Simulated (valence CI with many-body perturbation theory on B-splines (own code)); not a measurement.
Energy levels of Ir LXXI

Computed by configuration interaction combined with many-body perturbation theory (CI+MBPT): five valence electrons over a frozen Dirac-Fock core [He], a basis of 9 s, 9 p, 8 d, 6 f, 3 g, 1 h functions for each j, with the one-electron correlation potential Σ1 (screened to all orders), the two-electron term Σ2, the three-electron term Σ3, Breit, model QED; selected single and double excitations, second order for the rest (own B-spline code, finite nucleus).

No measured spectrum was set against this ion. As an estimate, large intervals hold to a few tenths of a per cent, small ones and those within an open d or f shell to about a per cent. Among the levels kept, up to 1200 cm⁻¹ of a level comes from second order outside the variational space, and about a tenth of that is noise between levels of different J, which matters for small intervals.

Levels 1 to 45 of 75, with energies above the lowest level, (2s^2 2p1/2^2 2p3/2) J=3/2. "Leading %" is the weight of the configuration and term that name the level; weights of strongly mixed levels are sums over their largest components and can fall short. In the jj column 3d3/2^4 stands for four electrons in 3d with j = 3/2. Lifetimes count E1, E2, E3, M1 and M2 decay at the calculated energies, and are blank where another channel may lead or the interval is too uncertain; long ones can be off by a factor of two.

```tsv
No.	Configuration	Term	J	E (eV)	Leading %	Leading jj	Lifetime	g
1	2s2 2p3	2P°	3/2	0	49	2s^2 2p1/2^2 2p3/2 (100 %)		1.307
2	2s2 2p3	4S°	3/2	1672	55	2s^2 2p1/2 2p3/2^2 (100 %)	23.2 ps	1.431
3	2s2 2p3	2D°	5/2	1695	100	2s^2 2p1/2 2p3/2^2 (100 %)	134 ps	1.158
4	2s2 2p3	2P°	1/2	1752	100	2s^2 2p1/2 2p3/2^2 (100 %)	42.1 ps	0.611
5	2s 2p4	4P	5/2	2042	70	2s 2p1/2^2 2p3/2^2 (100 %)	229 fs	1.437
6	2s 2p4	2S	1/2	2154	65	2s 2p1/2^2 2p3/2^2 (100 %)	63.6 fs	1.984
7	2s 2p4	2P	3/2	2155	52	2s 2p1/2^2 2p3/2^2 (100 %)	34.0 fs	1.166
8	2s2 2p3	2P°	3/2	3428	51	2s^2 2p3/2^3 (99 %)	6.74 ps	1.284
9	2s 2p4	4P	3/2	3743	86	2s 2p1/2 2p3/2^3 (100 %)	70.0 fs	1.584
10	2s 2p4	2D	5/2	3785	70	2s 2p1/2 2p3/2^3 (100 %)	70.0 fs	1.278
11	2s 2p4	2P	1/2	3856	65	2s 2p1/2 2p3/2^3 (100 %)	28.0 fs	1.337
12	2s 2p4	2D	3/2	3863	55	2s 2p1/2 2p3/2^3 (100 %)	28.3 fs	1.000
13	2p5	2P°	3/2	4271	99	2p1/2^2 2p3/2^3 (99 %)	23.3 fs	1.295
14	2s 2p4	4P	1/2	5548	40	2s 2p3/2^4 (100 %)	33.1 fs	1.883
15	2p5	2P°	1/2	5975	100	2p1/2 2p3/2^4 (100 %)	17.3 fs	0.611
16	2s2 2p2 3s	4P	1/2	9541	46	2s^2 2p1/2^2 3s (100 %)	3.64 fs	1.987
17	2s2 2p2 3p	2P°	1/2	9653	47	2s^2 2p1/2^2 3p1/2 (100 %)	268 fs	0.643
18	2s2 2p2 3p	2P°	3/2	10163	35	2s^2 2p1/2^2 3p3/2 (100 %)	233 fs	1.319
19	2s2 2p2 3d	2D	3/2	10257	43	2s^2 2p1/2^2 3d3/2 (100 %)	3.27 fs	0.781
20	2s2 2p2 3d	2D	5/2	10396	37	2s^2 2p1/2^2 3d5/2 (100 %)	583 as	1.186
21	2s2 2p2 3s	4P	3/2	11231	88	2s^2 2p1/2 2p3/2 3s (100 %)	5.67 fs	1.649
22	2s2 2p2 3s	2P	1/2	11242	67	2s^2 2p1/2 2p3/2 3s (100 %)	2.60 fs	1.290
23	2s2 2p2 3s	2D	5/2	11251	65	2s^2 2p1/2 2p3/2 3s (100 %)	5.09 fs	1.300
24	2s2 2p2 3s	2D	3/2	11258	64	2s^2 2p1/2 2p3/2 3s (100 %)	2.75 fs	0.946
25	2s2 2p2 3p	4P°	1/2	11342	49	2s^2 2p1/2 2p3/2 3p1/2 (100 %)	424 fs	1.727
26	2s2 2p2 3p	4D°	3/2	11348	55	2s^2 2p1/2 2p3/2 3p1/2 (100 %)	360 fs	1.121
27	2s2 2p2 3p	2F°	5/2	11361	50	2s^2 2p1/2 2p3/2 3p1/2 (100 %)	279 fs	1.036
28	2s2 2p2 3p	2P°	3/2	11407	43	2s^2 2p1/2 2p3/2 3p1/2 (99 %)	178 fs	1.298
29	2s 2p3 3s	4P°	5/2	11557	48	2s 2p1/2^2 2p3/2 3s (99 %)	7.19 fs	1.582
30	2s 2p3 3s	2P°	3/2	11588	35	2s 2p1/2^2 2p3/2 3s (99 %)	3.07 fs	1.416
31	2s 2p3 3s	2P°	1/2	11658	42	2s 2p1/2^2 2p3/2 3s (99 %)	2.89 fs	0.825
32	2s 2p3 3s	2P°	3/2	11668	39	2s 2p1/2^2 2p3/2 3s (99 %)	6.24 fs	1.367
33	2s 2p3 3p	4P	3/2	11679	30	2s 2p1/2^2 2p3/2 3p1/2 (100 %)	4.13 fs	1.651
34	2s 2p3 3p	2D	5/2	11680	26	2s 2p1/2^2 2p3/2 3p1/2 (99 %)	1.62 fs	1.320
35	2s 2p3 3p	2P	1/2	11771	36	2s 2p1/2^2 2p3/2 3p1/2 (99 %)	1.53 fs	1.256
36	2s 2p3 3p	2D	3/2	11772	35	2s 2p1/2^2 2p3/2 3p1/2 (99 %)	2.27 fs	0.957
37	2s2 2p2 3p	4D°	5/2	11842	52	2s^2 2p1/2 2p3/2 3p3/2 (99 %)	190 fs	1.403
38	2s2 2p2 3p	2P°	1/2	11847	37	2s^2 2p1/2 2p3/2 3p3/2 (99 %)	124 fs	1.548
39	2s2 2p2 3p	2D°	3/2	11852	53	2s^2 2p1/2 2p3/2 3p3/2 (100 %)	172 fs	1.119
40	2s2 2p2 3p	2F°	7/2	11858	65	2s^2 2p1/2 2p3/2 3p3/2 (100 %)	187 fs	1.211
41	2s2 2p2 3p	4S°	3/2	11880	32	2s^2 2p1/2 2p3/2 3p3/2 (99 %)	212 fs	1.406
42	2s2 2p2 3p	2D°	5/2	11889	66	2s^2 2p1/2 2p3/2 3p3/2 (100 %)	185 fs	1.170
43	2s2 2p2 3p	2P°	1/2	11913	87	2s^2 2p1/2 2p3/2 3p3/2 (99 %)	114 fs	0.624
44	2s2 2p2 3d	4F	3/2	11951	43	2s^2 2p1/2 2p3/2 3d3/2 (100 %)	1.70 fs	0.918
45	2s2 2p2 3d	4F	5/2	11952	53	2s^2 2p1/2 2p3/2 3d3/2 (100 %)	4.55 fs	0.951
```

The ionisation energy to 2s2 2p2 3P_0 of the next ion comes out as 18125 eV (NIST: 18120 ± 60 eV (theoretical)). All 75 levels together are meant to be complete up to 12436 eV.
